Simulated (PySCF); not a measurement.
**Re³⁺ (rhenium, charge +3): UHF calculation**

Configuration: [Xe] 4f14 5d4, high-spin 5D determinant. Computed with PySCF 2.14 in aug-cc-pwCVTZ-PP with ECP60MDF (8s8p7d4f3g, 122 functions), with a scalar-relativistic core potential.

| Item | Value |
| --- | --- |
| Total energy | -76.041722 hartree |
| One-electron energy | -117.5996 hartree |
| Hartree (Coulomb) energy | 48.7123 hartree |
| Exchange energy | -7.1545 hartree |
| ⟨S²⟩ | 6.0033 |
| ⟨L²⟩ | 6.024 |
| Sum of ⟨r⟩ | 16.22 bohr |
| Sum of ⟨r²⟩ | 25.24 bohr² |
| Traceless quadrupole moment −½Σ⟨3z² − r²⟩ along its main axis | -0.880 e·bohr² |

```tsv
shell	electrons	mean orbital energy (eV)	spread (eV)	rms radius, mean of both spins (bohr)
5s α	1	-132.27	0	1.12
5s β	1	-126.97	0	1.12
5p α	3	-90.225	0.946	1.29
5p β	3	-82.495	1.523	1.29
5d α	4	-40.238	1.355	1.79
```

Energies and moments cover only the electrons outside the core potential. Spin-orbit coupling, absent here, splits the open shell strongly.
